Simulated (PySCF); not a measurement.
BaF, SMILES [F][Ba], multiplicity 2.

Coordinates come from a B3LYP-D3(BJ)/def2-TZVPD optimisation. The multiplicity is an assumed one; other spin states were not compared. The def2 effective core potentials stand for the cores of Ba; spin–orbit coupling is left out.

Two levels are set side by side: PBE/def2-TZVPD (PySCF) and r2SCAN/def2-TZVPD (PySCF). Same geometry, gas phase. Differences are taken from unrounded values.

```json
[
 {"quantity": "α-spin orbital gap (eV)", "r2SCAN": "1.61", "PBE": "1.40", "PBE minus r2SCAN": "-0.21"},
 {"quantity": "β-spin orbital gap (eV)", "r2SCAN": "5.97", "PBE": "5.39", "PBE minus r2SCAN": "-0.58"},
 {"quantity": "dipole moment (D)", "r2SCAN": "3.16", "PBE": "3.19", "PBE minus r2SCAN": "0.03"},
 {"quantity": "mean polarisability (bohr³)", "r2SCAN": "262.5", "PBE": "261.6", "PBE minus r2SCAN": "-0.9"}
]
```

Rough cost on one machine, each run with all the roots and properties that it gave: r2SCAN against PBE about 4 times.
